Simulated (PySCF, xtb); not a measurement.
AlClFH2N, SMILES [NH2][Al]([Cl])[F].

GFN2-xTB (xtb) at its own geometry gives an orbital gap of 3.98 eV and a dipole moment of 2.64 D.

Coordinates come from a B3LYP-D3(BJ)/def2-SVP optimisation. One conformer was computed; it need not be the lowest.

**Question.** What does PBE0/def2-TZVPD (PySCF) give? (Estimate from the structure and the level; the computed values follow.)

**Answer.** gap 7.05 eV (levels -8.10 and -1.06 eV), dipole 2.49 D.
